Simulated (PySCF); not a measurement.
A PySCF script (with the pyscf-properties extension) for the NMR shieldings of `InChI=1S/C2H10N2O2Si2/c3-8-2-5-1-6-7-4-8/h4,8H,1-3,7H2/t8-/m0/s1`, on a GFN2-xTB geometry:

```python
import basis_set_exchange as bse
import numpy as np
from pyscf import gto, dft
from pyscf.prop import nmr

atoms = """
N     2.794519    0.105840   -0.369374
Si    1.160841    0.010201    0.179773
C     0.331116   -1.428821   -0.769991
O    -0.979472   -1.113884   -1.246588
C    -1.944602   -0.938878   -0.280319
O    -1.970235    0.315721    0.308203
Si   -1.324877    1.663585   -0.327743
N     0.397890    1.481771   -0.290234
H     3.362029    0.850276    0.000850
H     3.332884   -0.743913   -0.384351
H     0.993214   -0.204451    1.630202
H     0.270373   -2.340562   -0.160940
H     0.885914   -1.674367   -1.676515
H    -2.907027   -1.099013   -0.789679
H    -1.839372   -1.679187    0.532150
H    -1.790821    2.622144    0.665615
H    -1.751220    1.932129   -1.699889
H     0.970087    2.247727   -0.597587
"""
names = dict.fromkeys(["N", "Si", "C", "O", "H"], "pcSseg-1")
basis = {el: gto.basis.parse(bse.get_basis(n, elements=[el], fmt="nwchem")) for el, n in names.items()}
mol = gto.M(atom=atoms, basis=basis, charge=0, verbose=0)
mf = dft.RKS(mol, xc="PBE0")
mf.grids.level = 2
mf.grids.alignment = dft.numint.BLKSIZE   # the property module wants whole blocks of grid points
mf.conv_tol = 1e-9
mf.kernel()

calc = nmr.RKS(mf)   # GIAO
C = mf.mo_coeff
Co = C[:, mf.mo_occ > 0]
resp = mf.gen_response(singlet=True, hermi=2)
def vind(x):   # induced exchange potential for any number of trial vectors
    d = np.einsum("pi,xij,qj->xpq", C, 2 * x.reshape(-1, C.shape[1], Co.shape[1]), Co, optimize=True)
    return np.einsum("xpq,pi,qj->xij", resp(d - d.transpose(0, 2, 1)), C, Co, optimize=True).ravel()
mo1, _ = nmr.rhf.solve_mo1(calc, with_cphf=vind)
sigma = calc.kernel(mo1)
for i, s in enumerate(sigma):   # ppm
    w = np.linalg.eigvalsh((s + s.T) / 2)
    print("%2d %-2s iso %8.1f  s11 %8.1f  s22 %8.1f  s33 %8.1f" % (i, mol.atom_pure_symbol(i), w.mean(), *w))
```

Q: What are the results?

A: 
```
 0 N  iso    251.7  s11    223.3  s22    263.4  s33    268.4
 1 Si iso    370.8  s11    344.7  s22    370.1  s33    397.7
 2 C  iso    119.1  s11     88.4  s22     98.6  s33    170.4
 3 O  iso    268.5  s11    181.8  s22    296.0  s33    327.8
 4 C  iso     90.0  s11     64.2  s22     92.5  s33    113.3
 5 O  iso    251.8  s11    194.1  s22    234.3  s33    327.1
 6 Si iso    382.2  s11    365.1  s22    373.4  s33    408.1
 7 N  iso    238.1  s11    189.2  s22    250.4  s33    274.8
 8 H  iso     31.4  s11     23.9  s22     27.8  s33     42.6
 9 H  iso     31.6  s11     24.2  s22     27.6  s33     43.0
10 H  iso     26.1  s11     22.7  s22     24.2  s33     31.4
11 H  iso     28.6  s11     24.1  s22     28.3  s33     33.3
12 H  iso     27.9  s11     23.5  s22     27.5  s33     32.7
13 H  iso     26.1  s11     20.5  s22     26.1  s33     31.7
14 H  iso     26.9  s11     22.5  s22     26.6  s33     31.6
15 H  iso     26.7  s11     22.8  s22     24.4  s33     32.9
16 H  iso     26.2  s11     23.1  s22     23.7  s33     31.9
17 H  iso     32.2  s11     24.0  s22     29.0  s33     43.7
```

These numbers come from an equivalent density-fitted implementation of the same equations, which agrees with the script to about 0.01 ppm for H and up to a few tenths of a ppm for heavy atoms, so last digits may differ.

Q: Turn these shieldings into chemical shifts. δ = σ(ref) − σ, references computed at the same level: 15N (σref 267.73) vs NH3; 29Si (σref 349.16) and 13C (σref 186.93) and 1H (σref 31.72) vs TMS; 17O (σref 336.08) vs H2O.

A: Averaging equivalent atoms: N 7: 29.6; N 0: 16.0; Si 1: -21.7; Si 6: -33.1; C 4: 97.0; C 2: 67.8; O 5: 84.3; O 3: 67.6; H 10: 5.64; H 13: 5.64; H 16: 5.48; H 15: 5.01; H 14: 4.81; H 12: 3.83; H 11: 3.14; H 8/9: 0.19; H 17: -0.53 ppm. Experimental scales use liquid or dissolved standards, which lie at an offset from isolated NH3 (liquid NH3: subtract about 20 ppm) and H2O (liquid H2O: subtract about 36 ppm).

Size and cost of the density-fitted run: 200 basis functions, 49 s wall time on 1 thread of an Arm Neoverse V1, shared host; peak memory 0.9 GiB.
